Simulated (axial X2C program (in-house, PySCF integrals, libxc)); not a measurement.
**Spin–orbit effects down a group: molecules with Cl (ions), HF**

Calculated with an in-house relativistic program for diatomic molecules, spin-free (one-electron X2C) or two-component (2c: spin–orbit coupling with atomic mean-field Coulomb and Gaunt terms, which also bring small scalar terms), in Dyall basis sets with cores contracted in-house; open shells are unrestricted.

Basis sets: C dyall-av3z, Cl dyall-av3z, Ge dyall-acv3z, Si dyall-av3z, Sn dyall-acv3z.

```csv
molecule,spin-free state,Re (Å),ωe (cm⁻¹),De (eV),2c state,Re 2c (Å),ωe 2c (cm⁻¹),De 2c (eV)
CCl⁻,"M_S = 1, Λ = 0",1.994,345.9,0.80,Ω = 1,1.994,345.9,0.80
SiCl⁻,"M_S = 1, Λ = 0",2.289,334.8,1.54,Ω = 1,2.290,334.6,1.54
GeCl⁻,"M_S = 1, Λ = 0",2.413,245.3,1.36,Ω = 1,2.414,244.9,n/a
SnCl⁻,"M_S = 1, Λ = 0",2.582,228.6,1.45,Ω = 1,2.585,226.5,n/a
```

Work out the shifts from the spin-free to the two-component result.



| molecule | 2c state | ΔRe (Å) | Δωe (cm⁻¹) | ΔDe (eV) |
| --- | --- | --- | --- | --- |
| CCl⁻ | Ω = 1 | 0.000 | 0.0 | 0.00 |
| SiCl⁻ | Ω = 1 | 0.001 | -0.2 | 0.00 |
| GeCl⁻ | Ω = 1 | 0.001 | -0.4 | n/a |
| SnCl⁻ | Ω = 1 | 0.003 | -2.1 | n/a |

Shifts of one unit in the last digit are rounding.

Fragments in 2c: Cl- + C, Cl- + Si, Ge + Cl-, Sn + Cl-. Each entry is the lowest single determinant of a limited PBE0 search at one distance. De goes to single-determinant-based atoms at the same level (for ions the charge split of lowest energy) and is withheld (n/a) where an atom does not fit its ground term or J level. Main or longest-lived isotopes. One determinant is a doubtful description, or other states lie close, for CCl⁻, SiCl⁻, GeCl⁻, SnCl⁻; these need not be ground states, and all values refer to the states named. Some open-shell Ω = 0 determinants are out of reach, so the Ω given for CCl⁻, SiCl⁻, GeCl⁻, SnCl⁻ need not be the lowest component. With several unpaired electrons the Ω given is that of one determinant, not necessarily of the lowest component. Some light 2c atoms are not at their ground J level, so De misses part of their lowering (0.04 eV or less).
